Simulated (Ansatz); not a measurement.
`C=[CH][InH2]` + HI → `[InH2][I]` + `C=C` at 500 K and 1 bar (ligand exchange at the In–C bond).

Gas-phase electronic energies from Ansatz, PBE0-D4/def2-TZVP geometries. CCSD(T)/CBS adds triple-zeta CCSD(T) − MP2 to the extrapolated MP2 energy (def2 sets, frozen cores). This one scheme is used for every species. def2 core potentials past Kr. For I, In outer-core shells are correlated without core-valence functions, which leaves a few kJ/mol of doubt a bond.

```tsv
species	CCSD(T)/CBS energy (Eh)	H − E (kJ/mol)	S (J/(mol·K))
`C=[CH][InH2]`	-268.86241	174.9	358.9
HI	-298.03592	28.6	221.6
`[InH2][I]`	-488.48444	58.0	326.8
`C=C`	-78.48111	155.1	245.3
```

H − E and S are ideal-gas, rigid-rotor, harmonic terms from PBE0-D4/def2-TZVP. 1 Eh = 2625.50 kJ/mol, R = 8.31446 J/(mol·K).

Task: By hand: ΔE, ΔH, ΔS and ΔG.

Result: ΔE = (-488.48444) + (-78.48111) − (-268.86241) − (-298.03592) = -0.06722 Eh = -176.5 kJ/mol. Δ(H − E) = 58.0 + 155.1 − 174.9 − 28.6 = 9.6, so ΔH = -166.9 kJ/mol. ΔS = 326.8 + 245.3 − 358.9 − 221.6 = -8.4 J/(mol·K). ΔG = -166.9 − 500 × (-8.4)/1000 = -162.7 kJ/mol.

Task: By hand: the equilibrium constant, and the temperature at which ΔG would vanish if ΔH and ΔS stayed fixed.

Result: log₁₀ K = −ΔG/(RT ln 10) = 17.0. ΔG = 0 at ΔH/ΔS = 19869 K, far beyond where these terms or the molecules hold.

The number of gas molecules stays the same, so ΔS is small and ΔH decides. A doubt of 5 kJ/mol in ΔE shifts log₁₀ K by 0.5 here. These are equilibria of isolated gas molecules and say nothing of rates. Largest T1 diagnostic: 0.013 (customary marks: 0.02 for closed shells, 0.045 for open ones).
